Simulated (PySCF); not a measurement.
Compound: BiH2Et, C2H7Bi.
Bonds: Bi1–C4, C4–C5. Hydrogens: H2, H3 on Bi1; H6, H7 on C4; H8, H9, H10 on C5.

Level of theory: PBE0-D3(BJ)/def2-SVP geometry optimisation, gas phase, def2 core potentials past Kr (PySCF).

Question: What internal coordinates does the optimisation give?

Answer: 
```json
{"bond": "Bi1–H2, Bi1–H3", "length (Å)": "1.800"}
{"bond": "Bi1–C4", "length (Å)": "2.293"}
{"bond": "C4–C5", "length (Å)": "1.517"}
{"bond": "C4–H6, C4–H7", "length (Å)": "1.100"}
{"bond": "C5–H8, C5–H9, C5–H10", "length (Å)": "1.103"}
```

Bonds in one row agree within 0.01 Å and their mean is given. A selection of angles:
```json
{"angle": "H2–Bi1–H3", "degrees": "90.3"}
{"angle": "H2–Bi1–C4", "degrees": "92.7"}
{"angle": "H3–Bi1–C4", "degrees": "91.7"}
{"angle": "Bi1–C4–C5", "degrees": "112.1"}
{"angle": "Bi1–C4–H6", "degrees": "105.8"}
{"angle": "Bi1–C4–H7", "degrees": "107.0"}
{"angle": "C5–C4–H6", "degrees": "111.8"}
{"angle": "H6–C4–H7", "degrees": "107.7"}
{"angle": "C4–C5–H8", "degrees": "111.3"}
{"angle": "H8–C5–H9", "degrees": "106.9"}
```

Bi1 (bismuth bonded to C and 2 H) is pyramidal (angles 92.7°, 91.7° and 90.3°, sum 274.7°, 1.08 Å off the plane of its three neighbours).

No frequency check. One conformer, not necessarily the lowest (H–Bi1–C4–C5 -163° and -72°).

The run took 35 s wall on one thread, Arm Neoverse V2 (aarch64), shared host, and the process peaked at 0.35 GiB of memory. These figures are those of the optimisation.
